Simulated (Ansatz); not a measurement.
Worked example: BH(CH3)F + SiH(SiH3)F2 → BH(CH3)(SiH3) + SiHF3

Species: BH(CH3)F, singlet; SiH(SiH3)F2, singlet; BH(CH3)(SiH3), singlet; SiHF3 `F[SiH](F)F`, singlet. The partners trade F for SiH3: B–F and Si–SiH3 bonds give way to B–SiH3 and Si–F.

Shapes, held fixed at every level: PBE0-D4/def2-TZVP. Programs: Ansatz 0.2.0. The zero-point and thermal change to 298 K, harmonic and unscaled (PBE0-D4/def2-TZVP), is -2.0 kJ/mol.

At CCSD(T)/CBS estimate; 1 Eh = 2625.50 kJ/mol:

| species | energy (Eh) |
| --- | --- |
| BH(CH3)F | -165.102975 |
| SiH(SiH3)F2 | -780.269197 |
| BH(CH3)(SiH3) | -356.105701 |
| SiHF3 | -589.267252 |

Question: Work out ΔH(298 K) of the reaction at this level.

Answer: 
1. Products less reactants: (-356.105701) + (-589.267252) − [(-165.102975) + (-780.269197)] = -0.000781 Eh = -2.1 kJ/mol.
2. With the thermal change: -2.1 + (-2.0) = -4.1 kJ/mol.

Other levels give -5.7 (MP2/def2-TZVPP) to +23.3 kJ/mol (HF/def2-SVP). No measured value is set beside it here. The CBS estimate extrapolates MP2 from def2-TZVPP and def2-QZVPP and adds CCSD(T) − MP2 in the triple-zeta set, cores frozen.
